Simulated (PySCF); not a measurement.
## Static response to an electric field

Compound: C6H7ClF2O.
Geometry (PBE0-D3(BJ)/def2-SVP, Å), atoms numbered from 1 in this order:
```xyz
17
C6H7ClF2O angstrom
F      3.224   -1.207   -0.134
C      1.899   -1.420   -0.024
F      1.436   -1.770   -1.247
C      1.198   -0.172    0.424
O      1.018   -0.010    1.805
C     -0.135   -0.283    1.032
C     -1.137    0.796    0.886
C     -2.248    0.662    0.152
C     -2.558   -0.564   -0.639
Cl    -3.350   -1.833    0.374
H      1.728   -2.253    0.681
H      1.462    0.729   -0.147
H     -0.546   -1.293    1.170
H     -0.933    1.722    1.432
H     -2.976    1.478    0.127
H     -3.250   -0.353   -1.463
H     -1.652   -1.026   -1.054
```

Level: CAM-B3LYP/def2-SVPD (PySCF), static field, nuclei fixed, core orbitals frozen in the response. The polarisability tensor in these axes (au):

```
x   109.86   4.49   4.83
y     4.49  84.23   1.90
z     4.83   1.90  77.38
```

Task: What are the eigenvalues, a third of the trace, and Δα (Δα² = ½Σ(αi − αj)² over the three pairs)?

Result: Principal values 76.46, 83.63 and 111.38 au; mean 90.49 au = 13.41 Å³ = 14.92 × 10⁻⁴⁰ C²·m²/J; Δα = 31.95 au (35 % of the mean).

Task: What is the dipole moment, and where does it point?

Result: (-1.23, 1.51, -0.91) D, 2.15 D in size, pointing from the negative to the positive side. Measured along this direction, the outermost atoms are H11 at the negative end and H15 at the positive end.

Task: In TDDFT the mean static polarisability is Σ f/ω² over all singlet excitations (ω in hartree). How much of it do the 10 lowest give? Their energies (eV) and oscillator strengths: 6.16, 0.3065; 6.50, 0.0056; 6.57, 0.0601; 7.01, 0.0402; 7.35, 0.0214; 7.72, 0.0109; 7.99, 0.0129; 8.02, 0.0041; 8.19, 0.0285; 8.25, 0.0267.

Result: They add up to 8.95 au, 9.9 % of the 90.49 au; the largest single term is 5.98 au, from the state at 6.16 eV. Terms in order: 5.98, 0.10, 1.03, 0.61, 0.29, 0.14, 0.15, 0.05, 0.31, 0.29 au. Higher excitations give the rest. The strengths listed sum to 0.517.

Task: Give the principal axes and the span of the nuclei along them.

Result: Largest value along (0.97, 0.17, 0.15), where the nuclei span 6.44 Å; middle along (-0.19, 0.97, 0.15), 4.48 Å; least along (-0.12, -0.17, 0.98), 2.73 Å. The response follows the extents in order.

Task: What would n − 1 = 2πNα be for an ideal gas of these molecules at 400 K and 1 atm, electronic part alone?

Result: N = p/kT = 1.8347 × 10¹⁹ cm⁻³, so n − 1 = 2π × N × 13.41 × 10⁻²⁴ cm³ = 1546 × 10⁻⁶ at long wavelengths, for an ideal gas.

Geometry: PBE0-D3(BJ)/def2-SVP, one conformer, isolated molecule.

These values come from a run that also computed excited states and ΔSCF ions. On one thread of an Arm Neoverse V1 (shared host), this took 9.4 min wall.
